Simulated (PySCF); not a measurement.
## Electron correlation in Sc (scandium, neutral)

[Ar] 3d2 4s1, high-spin 4F determinant (an excited configuration). Computed with PySCF 2.14 in dyall-av2z (16s12p7d2f, 101 functions), with no relativity, point nucleus. Frozen: [Ar]; 3 electrons correlated; the 25 highest virtual orbitals of each spin left out.

MP2 pair energies summed by pair of shells (mhartree):

```tsv
pair	energy	share (%)
3d-4s	-5.89	51.1
3d-3d	-5.63	48.9
```

Total MP2 correlation energy: -11.52 mhartree.

Same-spin part -11.52 and opposite-spin part 0.00 mhartree; SCS-MP2 scales them by 1/3 and 6/5 to -3.84 mhartree.
